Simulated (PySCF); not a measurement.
## Static response to an electric field

Compound: C₄H₂Cl₂O₂.
Geometry (GFN2-xTB, Å), atoms numbered from 1 in this order:
```xyz
10
C4H2Cl2O2 angstrom
O     -2.248   -1.038    0.641
C     -1.894   -0.025    0.131
Cl    -3.065    1.187   -0.376
C     -0.517    0.394   -0.161
C      0.518   -0.394    0.156
C      1.895    0.026   -0.136
O      2.249    1.036   -0.651
Cl     3.067   -1.182    0.378
H     -0.366    1.353   -0.635
H      0.369   -1.352    0.631
```

Level: wB97X-D/def2-SVPD (PySCF), static field, nuclei fixed, core orbitals frozen in the response. The polarisability tensor in these axes (au):

```
x   121.49 -18.68   4.60
y   -18.68  81.42 -13.07
z     4.60 -13.07  58.02
```

Question: Diagonalise the tensor; give its mean and Δα, where Δα² is half the sum of the squared differences of the eigenvalues.

Answer: Principal values 51.98, 78.93 and 130.02 au; mean 86.98 au = 12.89 Å³ = 14.34 × 10⁻⁴⁰ C²·m²/J; Δα = 68.65 au (79 % of the mean).

Question: What is the dipole moment?

Answer: 0.00 D; point group C2h allows none.

Question: In TDDFT the mean static polarisability is Σ f/ω² over all singlet excitations (ω in hartree). How much of it do the 8 lowest give? Their energies (eV) and oscillator strengths: 4.01, 0.0000; 4.03, 0.0000; 5.18, 0.0000; 5.41, 0.5557; 5.51, 0.0006; 5.75, 0.0569; 5.76, 0.0000; 6.95, 0.0000.

Answer: They add up to 15.36 au, 17.7 % of the 86.98 au; the largest single term is 14.07 au, from the state at 5.41 eV. Terms in order: 0.00, 0.00, 0.00, 14.07, 0.01, 1.28, 0.00, 0.00 au. Higher excitations give the rest. The strengths listed sum to 0.613.

Question: Find the Langevin capture rate constant for NO+ (29.998 u) meeting this molecule (151.943 u), k = 2.342 × 10⁻⁹ cm³/s × √(α in Å³ / reduced mass in u).

Answer: The reduced mass is 25.05 u, so k = 1.68 × 10⁻⁹ cm³/s.

Question: What depolarisation ratio follows for Rayleigh scattering of linearly polarised light, taking the static tensor?

Answer: ρ = 3Δα²/(45ᾱ² + 4Δα²) = 14138.7/(340416 + 18851.7) = 0.0394.

Geometry: GFN2-xTB, one conformer, isolated molecule.
